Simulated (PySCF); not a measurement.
Computed IR spectrum (relative IR intensity) of a molecule C6H15Al. Geometry: PBE0-D3(BJ)/def2-SVP. One conformer was computed; it need not be the lowest. These are PBE0-D3(BJ)/def2-SVP (PySCF) values and carry that method's errors. Frequencies are harmonic and unscaled.

```json
[
 {"ν (cm⁻¹)": "259", "relative intensity": "5.2"},
 {"ν (cm⁻¹)": "269", "relative intensity": "2.5"},
 {"ν (cm⁻¹)": "347", "relative intensity": "14"},
 {"ν (cm⁻¹)": "504", "relative intensity": "2.8"},
 {"ν (cm⁻¹)": "619", "relative intensity": "61"},
 {"ν (cm⁻¹)": "634", "relative intensity": "68"},
 {"ν (cm⁻¹)": "662", "relative intensity": "100"},
 {"ν (cm⁻¹)": "936", "relative intensity": "4.6"},
 {"ν (cm⁻¹)": "944", "relative intensity": "16"},
 {"ν (cm⁻¹)": "959", "relative intensity": "16"},
 {"ν (cm⁻¹)": "1049", "relative intensity": "24"},
 {"ν (cm⁻¹)": "1060", "relative intensity": "32"},
 {"ν (cm⁻¹)": "1213", "relative intensity": "2.7"},
 {"ν (cm⁻¹)": "1218", "relative intensity": "2.3"},
 {"ν (cm⁻¹)": "1222", "relative intensity": "13"},
 {"ν (cm⁻¹)": "1245", "relative intensity": "4.1"},
 {"ν (cm⁻¹)": "1390", "relative intensity": "6.1"},
 {"ν (cm⁻¹)": "1392", "relative intensity": "6.7"},
 {"ν (cm⁻¹)": "1417", "relative intensity": "4.4"},
 {"ν (cm⁻¹)": "1422", "relative intensity": "3.2"},
 {"ν (cm⁻¹)": "1461", "relative intensity": "11"},
 {"ν (cm⁻¹)": "1469", "relative intensity": "4.0"},
 {"ν (cm⁻¹)": "1481", "relative intensity": "4.7"},
 {"ν (cm⁻¹)": "1485", "relative intensity": "15"},
 {"ν (cm⁻¹)": "3014", "relative intensity": "36"},
 {"ν (cm⁻¹)": "3020", "relative intensity": "22"},
 {"ν (cm⁻¹)": "3036", "relative intensity": "50"},
 {"ν (cm⁻¹)": "3038", "relative intensity": "68"},
 {"ν (cm⁻¹)": "3056", "relative intensity": "7.3"},
 {"ν (cm⁻¹)": "3059", "relative intensity": "5.8"},
 {"ν (cm⁻¹)": "3064", "relative intensity": "12"},
 {"ν (cm⁻¹)": "3116", "relative intensity": "82"},
 {"ν (cm⁻¹)": "3127", "relative intensity": "22"},
 {"ν (cm⁻¹)": "3135", "relative intensity": "41"}
]
```

Which structure fits?
(A) [CH3][Al]([CH3])[C](C)(C)C
(B) CC[CH2][AlH][CH2]CC
(C) C[CH](C)[AlH][CH](C)C
(D) C[CH2][Al]([CH2]C)[CH2]C

D, C[CH2][Al]([CH2]C)[CH2]C
